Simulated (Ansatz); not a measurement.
Start from `CCCCBr` and change one atom or group to get `CCCCC(N)=O`.

Ansatz, PBE0-D4/def2-TZVP geometries, multiplicity 1. Each molecule was computed in one conformer, which needn't be the lowest.

Scalar relativity is left out up to krypton. Spin–orbit coupling is left out; it splits and shifts lone-pair levels of the heavy atoms by tenths of an eV.

```
                                      property  `CCCCBr`
           LUMO energy (B3LYP/def2-TZVPP) / eV     -0.08
             LUMO energy (PBE/def2-TZVPP) / eV     -0.83
            LUMO energy (PBE0/def2-TZVPP) / eV      0.21
            HOMO energy (PBE0/def2-TZVPP) / eV     -7.76
         HOMO–LUMO gap (B3LYP/def2-TZVPP) / eV      7.43
size of the dipole moment (PBE/def2-TZVPP) / D      2.04
```

(1) What does the change do to each property? (Estimate.)

## Answers

(1) The calculation gave: 
```tsv
property	`CCCCC(N)=O`	shift
LUMO energy (B3LYP/def2-TZVPP) / eV	0.46	0.54
LUMO energy (PBE/def2-TZVPP) / eV	-0.30	0.53
LUMO energy (PBE0/def2-TZVPP) / eV	0.78	0.57
HOMO energy (PBE0/def2-TZVPP) / eV	-7.26	0.50
HOMO–LUMO gap (B3LYP/def2-TZVPP) / eV	7.48	0.05
size of the dipole moment (PBE/def2-TZVPP) / D	3.53	1.49
```

With PBE0 the HOMO rises by 0.50 eV and the LUMO rises by 0.57 eV, so the gap widens by about 0.07 eV. PBE moves the HOMO by 0.84 eV and ωB97M-V by 0.32 eV. Dipoles are sizes alone; their direction can turn.

B3LYP here is the variant with VWN-RPA as its local correlation; programs differ in this.
